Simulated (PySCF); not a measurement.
SMILES [Cl][Cd][Cl] at its PBE0/def2-SVP optimised geometry (Å):

```
3

Cd     0.0000     0.0000     0.0000
Cl    -2.2766     0.0000    -0.0005
Cl     2.2766     0.0000     0.0000
```

Method: PBE0/def2-TZVP, def2 effective core potentials past Kr (PySCF). The core electrons that the potentials of Cd replace are not part of the density. Cells within 0.4 Å of a nucleus heavier than hydrogen are left out (blank, or x).

Map of the electrostatic potential (hartree/e), clipped to [-0.08, 0.12] on the plane z = 0.0 Å:

```
|1111111111111111111111111111111|
|1111111111112222222111111111111|
|1111111111122222222211111111111|
|1111111111122222222211111111111|
|1111111111222222222221111111111|
|1000011111222333332221111100001|
|0000000111223333333221110000000|
|0000000011223444443221100000000|
|0000000001234566654321000000000|
|0000000001235788875321000000000|
|0000000111357999997531110000000|
|0000024665579999999755664200000|
|0001389999999999999999999831000|
|0012899999999999999999999982100|
|0014999xx999999x999999xx9994100|
|0015999xx99999xxx99999xx9995100|
|0014999xx999999x999999xx9994100|
|0012899999999999999999999982100|
|0001389999999999999999999831000|
|0000024665579999999755664200000|
|0000000111357999997531110000000|
|0000000001235788875321000000000|
|0000000001234566654321000000000|
|0000000011223444443221100000000|
|0000000111223333333221110000000|
|1000011111222333332221111100001|
|1111111111222222222221111111111|
|1111111111122222222211111111111|
|1111111111122222222211111111111|
|1111111111112222222111111111111|
|1111111111111111111111111111111|
```
Scale: ten equal steps from -0.020 (start of '0') to 0.120 (end of '9'), in the order '0123456789'; x runs from -4.50 to 4.50, y from -4.50 (bottom) to 4.50 (top).
